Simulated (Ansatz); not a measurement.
Stretching the H–H spacing in H8 chain (multiplicity 1 held). Energies count from the point at 0.900 Å.
Geometry at that point (charge 0, multiplicity 1):
```xyz
8

H      0.000     0.000     0.000
H      0.000     0.000     0.900
H      0.000     0.000     1.800
H      0.000     0.000     2.700
H      0.000     0.000     3.600
H      0.000     0.000     4.500
H      0.000     0.000     5.400
H      0.000     0.000     6.300
```

R- and RO- levels are restricted; in cc, def2 and unpolarised 6-31G sets they are followed outwards from rest. U- levels take the lowest unrestricted solution at each point, which mixes spins at long bonds. Active spaces are followed from rest. Curves can end on different states.

Run with Ansatz (an electronic-structure program) with Gaussian orbitals. 

| level | energy at R = 3.600 Å (kcal/mol) |
|---|---|
| R-HF/cc-pVTZ | 697.34 |
| U-PBE/cc-pVTZ | 341.08 |
| R-r2SCAN/cc-pVTZ | 553.29 |
| R-B3LYP/cc-pVTZ | 556.92 |
| R-wB97X-V/cc-pVTZ | 652.82 |
| R-SCS-MP2/cc-pVTZ | … |
| U-CCSD(T)/cc-pVTZ | 327.52 |
| FIC-NEVPT4(SD) on CASSCF(8,8)/cc-pVTZ | 325.71 |
| FIC-MRCISD+Q on CASSCF(8,8)/cc-pVTZ | 327.71 |

Problem. Complete the blanks.

Solution. 
- R-SCS-MP2/cc-pVTZ, energy at R = 3.600 Å (kcal/mol): 411.42

Doubts at one or more of the structures used: a restricted determinant that unrestricted orbitals would lower (R-HF/cc-pVTZ, R-r2SCAN/cc-pVTZ, R-B3LYP/cc-pVTZ, R-wB97X-V/cc-pVTZ, R-SCS-MP2/cc-pVTZ); a spin-contaminated determinant (U-PBE/cc-pVTZ, U-CCSD(T)/cc-pVTZ).
